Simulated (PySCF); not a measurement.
Species: C₆H₁₀P (charge +1).
Geometry (GFN2-xTB, Å), atoms numbered from 1 in this order:
```
atom  x, y, z in Å
C1     3.7837    0.1395   -0.4423
C2     2.4544   -0.2289   -0.0891
C3     1.3262   -0.5529    0.2123
P4    -0.2871   -0.9824    0.6399
C5    -1.4052    0.4172    0.7089
C6    -2.8874    0.1467    0.5988
C7    -2.1725    0.7799   -0.5422
H8     3.9597   -0.0726   -1.4969
H9     4.4976   -0.4255    0.1571
H10    3.9344    1.2043   -0.2644
H11   -0.2570   -1.6418    1.8513
H12   -0.7749   -1.8924   -0.2717
H13   -1.0668    1.2176    1.3589
H14   -3.5451    0.7531    1.2018
H15   -3.2249   -0.8750    0.4927
H16   -2.0121    0.1962   -1.4382
H17   -2.3301    1.8290   -0.7385
```

Definitions: NICS(0) = −σiso at the ring centroid; NICS(1) = −σiso and NICS(1)zz = −σzz at ±1 Å along the ring normal z. Level: GIAO PBE0/pcSseg-1 (PySCF, non-relativistic, gas phase) on the GFN2-xTB geometry, one conformer.

Ring bond lengths (Å), with Mayer bond orders in brackets: C5–C6 1.511 (0.91), C6–C7 1.488 (0.96), C7–C5 1.512 (0.91).

Problem. What do the NICS probes read (ppm)?

Solution. 
```json
{"ring": "C5–C6–C7", "type": "3-membered carbocycle; formal bonds all single", "NICS(0)": "-44.2", "NICS(1), two faces": "-9.1 / -8.1", "NICS(1)zz, two faces": "-22.5 / -23.2", "rms pucker (Å)": "0.00", "centre to ring atoms, mean (Å)": "0.87"}
```

Problem. What do they say, and how far can they be read as aromaticity?

Solution. 
- C5–C6–C7: mean NICS(1)zz -22.9 ppm, shielded. C5, C6, C7 have four or more neighbours, so the value isn't read as a sign of a π ring current. NICS(0) lies 36 ppm below the mean NICS(1).

Problem. What is the mean of the two in-plane components of NICS at the first NICS(1) probe listed for ring C5–C6–C7, 1 Å off the ring?

Solution. The isotropic value is a third of the trace: (3 × -9.1 − (-22.5))/2 = -2.4 ppm.

Problem. Give the inner angles of the rings and the Hirshfeld charges of the ring atoms.

Solution. 
- C5–C6–C7: C5 59.0° (-0.062 e), C6 60.5° (-0.053 e), C7 60.5° (-0.052 e); sum 180.0° against 180° for a flat convex ring.

Cost: about 80 s of CPU time on one thread (with the writing of density and orbital grids); the machine was shared, so the figure is rough. This is the whole shielding run at PBE0/pcSseg-1, SCF included.
